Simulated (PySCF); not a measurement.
C3H3ClF2. Atoms are numbered in the order given.

```xyz
9

F     -1.6378     0.2003     1.3939
C     -0.6303    -0.4381     0.7525
C     -0.6303    -0.4381    -0.7525
F     -1.6378     0.2003    -1.3939
C      0.3552     0.4091     0.0000
Cl     2.0779     0.0223     0.0000
H     -0.2738    -1.3308     1.2785
H     -0.2738    -1.3308    -1.2785
H      0.1372     1.4814     0.0000
```
Charge 0, spin multiplicity 1.

Geometry optimised at B3LYP-D3(BJ)/def2-SVP. The structure was generated by enumeration; whether it is a known compound was not checked.

Computed with PBE/def2-TZVP run with PySCF.

Symmetry labels are those of the subgroup Cs that the program uses (full group Cs).

Computed valence orbital energies around the gap with their symmetry:
```json
[
 {"orbital": "HOMO−7", "symmetry": "A\"", "energy (eV)": "-11.44"},
 {"orbital": "HOMO−6", "symmetry": "A'", "energy (eV)": "-10.84"},
 {"orbital": "HOMO−5", "symmetry": "A\"", "energy (eV)": "-9.96"},
 {"orbital": "HOMO−4", "symmetry": "A'", "energy (eV)": "-9.61"},
 {"orbital": "HOMO−3", "symmetry": "A\"", "energy (eV)": "-8.71"},
 {"orbital": "HOMO−2", "symmetry": "A'", "energy (eV)": "-8.16"},
 {"orbital": "HOMO−1", "symmetry": "A'", "energy (eV)": "-6.98"},
 {"orbital": "HOMO", "symmetry": "A\"", "energy (eV)": "-6.84"},
 {"orbital": "LUMO", "symmetry": "A'", "energy (eV)": "-1.32"},
 {"orbital": "LUMO+1", "symmetry": "A'", "energy (eV)": "0.34"},
 {"orbital": "LUMO+2", "symmetry": "A'", "energy (eV)": "0.95"},
 {"orbital": "LUMO+3", "symmetry": "A\"", "energy (eV)": "1.58"}
]
```
